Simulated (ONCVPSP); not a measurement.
An all-electron radial function and its pseudo partner (Al)

Columns: radius, all-electron u(r) and pseudo u(r) of the 2s shell (level -116.50 eV) of aluminium in the configuration [He] 2s2 2p6 3s2; PBE, scalar-relativistic, ONCV scheme, ONCVPSP 4.0.1.

| r (bohr) | all-electron | pseudo |
| --- | --- | --- |
| 0.053 | -0.5900 | 0.2122 |
| 0.105 | -0.4450 | 0.4137 |
| 0.158 | -0.0538 | 0.6057 |
| 0.210 | 0.3562 | 0.7755 |
| 0.262 | 0.7071 | 0.9222 |
| 0.315 | 0.9767 | 1.0442 |
| 0.368 | 1.1579 | 1.1361 |
| 0.420 | 1.2616 | 1.1965 |
| 0.473 | 1.3063 | 1.2282 |
| 0.525 | 1.3048 | 1.2319 |
| 0.578 | 1.2703 | 1.2114 |
| 0.630 | 1.2138 | 1.1708 |
| 0.683 | 1.1417 | 1.1133 |
| 0.735 | 1.0627 | 1.0456 |
| 0.788 | 0.9784 | 0.9693 |
| 0.840 | 0.8953 | 0.8910 |
| 0.893 | 0.8125 | 0.8109 |
| 0.945 | 0.7348 | 0.7343 |
| 0.998 | 0.6602 | 0.6600 |
| 1.050 | 0.5921 | 0.5919 |
| 1.102 | 0.5292 | 0.5291 |
| 1.155 | 0.4706 | 0.4705 |
| 1.208 | 0.4173 | 0.4172 |
| 1.260 | 0.3701 | 0.3700 |
| 1.313 | 0.3267 | 0.3266 |
| 1.365 | 0.2887 | 0.2886 |

Problem. How many radial nodes do the two functions have?

Solution. The all-electron 2s function has n − l − 1 = 1; the pseudo-wave has 0, since the states of the same l below it are removed with the core.

Problem. At about which radius was the pseudo-wave matched?

Solution. 1.05 bohr, where the columns begin to agree (steps of 0.05 bohr).

Problem. Is the pseudo-wave norm-conserving?

Solution. Yes: the ONCV scheme keeps the norm inside the radius equal to the all-electron one, which fixes the energy derivative of the logarithmic derivative at the level.
